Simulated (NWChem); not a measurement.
System: C₂H₂FI; SMILES IC(F)=C

The following NWChem deck was run.

```
start job
memory heap 200 mb stack 700 mb global 900 mb
geometry units angstroms noautosym nocenter noautoz
  C     -1.220599     2.009555     0.000000
  C     -0.088977     1.316418     0.000000
  F      1.099423     1.889780     0.000000
  I      0.028873    -0.777950     0.000000
  H     -2.187864     1.510539     0.000000
  H     -1.171587     3.101424     0.000000
end
basis spherical
  * library def2-svp
end
ecp
  I library def2-ecp
end
dft
  xc m06-2x
  iterations 150
end
cosmo
  dielec 78.4
end
task dft energy
```

Excerpt of the output:

```
             Northwest Computational Chemistry Package (NWChem) 7.3.0
             --------------------------------------------------------

                             Geometry "geometry" -> ""
                             -------------------------

 Output coordinates in angstroms (scale by  1.889725989 to convert to a.u.)

  No.       Tag          Charge          X              Y              Z
 ---- ---------------- ---------- -------------- -------------- --------------
    1 C                    6.0000    -1.22059900     2.00955500     0.00000000
    2 C                    6.0000    -0.08897700     1.31641800     0.00000000
    3 F                    9.0000     1.09942300     1.88978000     0.00000000
    4 I                   53.0000     0.02887300    -0.77795000     0.00000000
    5 H                    1.0000    -2.18786400     1.51053900     0.00000000
    6 H                    1.0000    -1.17158700     3.10142400     0.00000000

 Effective nuclear repulsion energy (a.u.)     299.5623753688

                                 NWChem DFT Module
                                 -----------------

 Summary of "ao basis" -> "ao basis" (spherical)
 ------------------------------------------------------------------------------
       Tag                 Description            Shells   Functions and Types
 ---------------- ------------------------------  ------  ---------------------
 C                          def2-svp                 6       14   3s2p1d
 F                          def2-svp                 6       14   3s2p1d
 I                          def2-svp                10       26   4s4p2d
 H                          def2-svp                 3        5   2s1p

 in cosmo_initialize ...

 solvent parameters
 solvname_short: unkn
 solvname_long:  unknown
 dielec:       78.4000

          ---------------
          -cosmo- solvent
          ---------------
 Cosmo: York-Karplus, doi: 10.1021/jp992097l
 dielectric constant -eps-     =  78.40
 screen = (eps-1)/(eps    )    =   0.98724
 surface charge correction     = lagrangian

   van der Waals surface
 --------------------------

 ---------- ATOMIC COORDINATES (A.U.) ------------ VDWR(ANG.) --
     1   -2.30659765    3.79750831    0.00000000     2.000
     2   -0.16814215    2.48766931    0.00000000     2.000
     3    2.07760822    3.57116638    0.00000000     1.720
     4    0.05456206   -1.47011233    0.00000000     2.320
     5   -4.13446346    2.85450481    0.00000000     1.300
     6   -2.21397840    5.86084153    0.00000000     1.300
 number of segments per atom =         32
 number of   points per atom =         32
 atom (   nspa,  nppa )
 ----------------------
    1 (     18,     0 )       0
    2 (     10,     0 )       0
    3 (     20,     0 )       0
    4 (     28,     0 )       0
    5 (     16,     0 )       0
    6 (     16,     0 )       0
 number of -cosmo- surface points =      108
 molecular surface =    119.066 angstrom**2
 molecular volume  =     98.004 angstrom**3
 G(cav/disp)       =      1.455 kcal/mol
 -lineq- algorithm             =   0
 -bem- low  level              =   2
 -bem- from -octahedral-
 gaussian surface charge width =   4.50000
 degree of switching           =   1.00000
 switching function tolerance  =   0.00010
 atomic radii =
 --------------
    1  6.000  2.000
    2  6.000  2.000
    3  9.000  1.720
    4 25.000  2.320
    5  1.000  1.300
    6  1.000  1.300
 ...... end of -cosmo- initialization ......

            General Information
            -------------------
          SCF calculation type: DFT
          Wavefunction type:  closed shell.
          No. of atoms     :     6
          No. of electrons :    48
           Alpha electrons :    24
            Beta electrons :    24
          Charge           :     0
          Spin multiplicity:     1
          Use of symmetry is: off; symmetry adaption is: off
          Maximum number of iterations: 150
          AO basis - number of functions:    78
                     number of shells:    34
          Convergence on energy requested:  1.00D-06
          Convergence on density requested:  1.00D-05
          Convergence on gradient requested:  5.00D-04

              XC Information
              --------------
                       M06-2X Method XC Functional
                     Hartree-Fock (Exact) Exchange  0.540
                        M06-2X Exchange Functional  1.000
                      M06-2X Correlation Potential  1.000

[...]

                                   COSMO solvation results
                                   -----------------------

                 gas phase energy =      -474.632183728876
                 sol phase energy =      -474.635735521197
 (electrostatic) solvation energy =         0.003551792321 (    2.23 kcal/mol)

                       DFT Final Molecular Orbital Analysis
                       ------------------------------------

 Vector   22  Occ=2.000000D+00  E=-3.764966D-01
              MO Center= -1.8D-01,  6.9D-01, -6.7D-09, r^2= 3.1D+00
   Bfn.  Coefficient  Atom+Function         Bfn.  Coefficient  Atom+Function
  ----- ------------  ---------------      ----- ------------  ---------------
    55      0.388995  4 I  pz                58      0.317976  4 I  pz
    20      0.307327  2 C  pz                 6      0.268732  1 C  pz
    34      0.254750  3 F  pz                37     -0.205874  3 F  pz
    23      0.180564  2 C  pz                 9      0.175429  1 C  pz
    52     -0.158082  4 I  pz                49     -0.128919  4 I  pz

 Vector   23  Occ=2.000000D+00  E=-3.356249D-01
              MO Center=  2.1D-02, -6.9D-01, -8.8D-09, r^2= 2.2D+00
   Bfn.  Coefficient  Atom+Function         Bfn.  Coefficient  Atom+Function
  ----- ------------  ---------------      ----- ------------  ---------------
    53      0.617080  4 I  px                56      0.534726  4 I  px
    50     -0.249291  4 I  px                47     -0.202656  4 I  px
     3      0.114445  1 C  s                 33     -0.078735  3 F  py
    21      0.071391  2 C  px                 5     -0.064524  1 C  py
    36      0.064504  3 F  py                74     -0.054617  6 H  s

 Vector   24  Occ=2.000000D+00  E=-3.090465D-01
              MO Center= -3.2D-01,  3.3D-01, -1.7D-08, r^2= 3.7D+00
   Bfn.  Coefficient  Atom+Function         Bfn.  Coefficient  Atom+Function
  ----- ------------  ---------------      ----- ------------  ---------------
    55      0.476326  4 I  pz                58      0.443839  4 I  pz
     6     -0.319674  1 C  pz                 9     -0.246717  1 C  pz
    20     -0.245932  2 C  pz                52     -0.192311  4 I  pz
    49     -0.156060  4 I  pz                23     -0.141291  2 C  pz
    34     -0.126167  3 F  pz                37      0.106883  3 F  pz

 Vector   25  Occ=0.000000D+00  E= 2.613675D-04
              MO Center= -5.6D-02, -2.5D-01,  9.8D-10, r^2= 3.4D+00
   Bfn.  Coefficient  Atom+Function         Bfn.  Coefficient  Atom+Function
  ----- ------------  ---------------      ----- ------------  ---------------
    17      1.012881  2 C  s                 57     -0.983848  4 I  py
    46     -0.570897  4 I  s                 22     -0.524611  2 C  py
    19     -0.409067  2 C  py                54     -0.343342  4 I  py
    16      0.268350  2 C  s                  3     -0.213946  1 C  s
    75      0.191248  6 H  s                 45     -0.152788  4 I  s

 Vector   26  Occ=0.000000D+00  E= 3.510822D-02
              MO Center= -6.2D-01,  1.5D+00, -3.9D-10, r^2= 2.5D+00
   Bfn.  Coefficient  Atom+Function         Bfn.  Coefficient  Atom+Function
  ----- ------------  ---------------      ----- ------------  ---------------
     9      0.659827  1 C  pz                23     -0.658960  2 C  pz
    20     -0.473314  2 C  pz                 6      0.387562  1 C  pz
    58      0.200455  4 I  pz                37      0.195704  3 F  pz
    34     -0.174574  3 F  pz                65     -0.110325  4 I  d -1
    55      0.087188  4 I  pz                60      0.070429  4 I  d -1

 Vector   27  Occ=0.000000D+00  E= 1.401746D-01
              MO Center= -1.7D+00,  2.3D+00,  1.1D-09, r^2= 4.3D+00
   Bfn.  Coefficient  Atom+Function         Bfn.  Coefficient  Atom+Function
  ----- ------------  ---------------      ----- ------------  ---------------
     3      2.079193  1 C  s                 75     -1.579738  6 H  s
    70     -1.478434  5 H  s                  7     -0.506490  1 C  px
     8      0.464114  1 C  py                45      0.297023  4 I  s
     2      0.269070  1 C  s                 46     -0.267813  4 I  s
    22     -0.161220  2 C  py                 4     -0.148134  1 C  px

     Multipole analysis of the density
     ---------------------------------

     L   x y z        total         alpha         beta         nuclear
     -   - - -        -----         -----         ----         -------
     0   0 0 0      0.000000    -24.000000    -24.000000     48.000000

     1   1 0 0     -0.629225      0.252565      0.252565     -1.134355
     1   0 1 0      0.083766    -20.865168    -20.865168     41.814101
     1   0 0 1      0.000000      0.000000      0.000000      0.000000

     2   2 0 0    -31.710133    -62.360069    -62.360069     93.010004
     2   1 1 0     -2.494328      6.289438      6.289438    -15.073205
     2   1 0 1     -0.000000     -0.000000     -0.000000      0.000000
     2   0 2 0    -28.878546   -181.921718   -181.921718    334.964889
     2   0 1 1     -0.000000     -0.000000     -0.000000      0.000000
     2   0 0 2    -33.641026    -16.820513    -16.820513      0.000000
```

Level: M06-2X/def2-SVP with def2 effective core potentials on I, COSMO on the gas-phase geometry. Structure relaxed at the PBE0/def2-SVP level. def2 effective core potentials on I; no spin-orbit coupling. COSMO prints the solvation energy as gas minus solution, so a positive value is a stabilisation.
